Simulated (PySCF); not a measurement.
**Frontier levels across methods**

Species: C₂H₈N₂OSi.
Numbering: `[CH3:1][C:2](=[O:3])[SiH:4]([NH2:5])[NH2:6]` (hydrogens: H7, H8, H9 on C1; H10 on Si4; H11, H12 on N5; H13, H14 on N6)

Cartesian coordinates in Å at the PBE0-D3(BJ)/def2-SVP level; atoms count from 1:
```
atom  x, y, z in Å
C1     2.122   -0.337    0.476
C2     0.964    0.623    0.508
O3     1.128    1.827    0.470
Si4   -0.846   -0.071    0.602
N5    -1.720    1.377    0.339
N6    -1.116   -1.317   -0.561
H7     1.974   -1.069   -0.334
H8     2.142   -0.916    1.415
H9     3.070    0.202    0.350
H10   -1.030   -0.771    1.917
H11   -1.174    2.232    0.411
H12   -2.709    1.510    0.500
H13   -1.282   -1.094   -1.535
H14   -1.532   -2.201   -0.298
```

Basis pcSseg-1 throughout (PySCF), one geometry. Geometry: PBE0-D3(BJ)/def2-SVP, one conformer, isolated molecule.

Q: How do the orbital energies, the gap and the dipole change with the method?

A: 
```
   method                    kind  HOMO (eV)  LUMO (eV)  gap (eV)  μ (D)  SCF cycles
     BLYP                     GGA      -4.82      -1.75      3.07   2.68          15
     OPBE                     GGA      -4.88      -1.83      3.05   2.61          16
      PBE                     GGA      -4.92      -1.91      3.02   2.66          15
    B97-D                     GGA      -4.96      -1.82      3.14   2.70          15
     BP86                     GGA      -5.05      -2.00      3.05   2.69          15
      LDA                     LDA      -5.07      -2.14      2.93   2.76          15
      KT3                     GGA      -5.09      -1.86      3.23   2.61          16
      KT2                     GGA      -5.10      -1.89      3.22   2.65          16
    B97-2           global hybrid      -6.14      -0.88      5.26   2.80          13
    B3LYP           global hybrid      -6.16      -1.03      5.14   2.82          14
     PBE0           global hybrid      -6.40      -0.80      5.59   2.82          14
 mPW1PW91           global hybrid      -6.44      -0.82      5.62   2.83          14
CAM-B3LYP  range-separated hybrid      -7.78       0.46      8.24   2.89          14
BHandHLYP           global hybrid      -7.80       0.44      8.24   2.99          13
  wB97X-D  range-separated hybrid      -8.28       1.07      9.35   2.89          14
  LC-wPBE  range-separated hybrid      -9.08       1.66     10.75   2.89          14
       HF            Hartree–Fock     -10.00       3.31     13.30   3.21          12
```

The HOMO spans 5.18 eV, from BLYP down to HF, and the gap runs from 2.93 eV (LDA) to 13.30 eV (HF). Over the methods BLYP (0 %), OPBE (0 %), PBE (0 %), B97-D (0 %), BP86 (0 %), LDA (0 %), KT3 (0 %), KT2 (0 %), B97-2 (21 %), B3LYP (20 %), PBE0 (25 %), mPW1PW91 (25 %), BHandHLYP (50 %), HF (100 %), a straight line through the gap against the share of exact exchange rises by 1.02 eV for each 10 % (correlation coefficient 1.000). The dipole ranges from 2.61 D (OPBE) to 3.21 D (HF). This basis has no diffuse functions.
